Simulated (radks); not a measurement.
Kinetic energies: the exact non-interacting value of the Kohn-Sham orbitals and orbital-free approximations, in hartree. Species: Bi [Hg] 6p3; F5+ [He] 2s2. All-electron calculation, non-relativistic Kohn-Sham, LDA (Slater exchange, Perdew-Wang correlation), spin-polarised, spherical densities, point nucleus. Program: a radial shooting solver on a logarithmic mesh with Libxc functionals. Every spin shell is full or empty, so the densities are truly spherical. Functionals are evaluated on that one density, not self-consistently.

\begin{tabular}{lrr}
functional & Bi & F5+ \\ \hline
exact & 20084.0 & 87.1792 \\
Thomas-Fermi & 19169 & 77.787 \\
TF + vW/9 & 19949 & 86.392 \\
LC94 & 20089 & 86.429 \\
APBEK & 20094 & 86.456 \\
revAPBEK & 20121 & 87.123 \\
Perdew 92 & 19951 & 86.410 \\
LKT & 23233 & 130.86 \\
Ernzerhof & 19990 & 88.084 \\
\end{tabular}
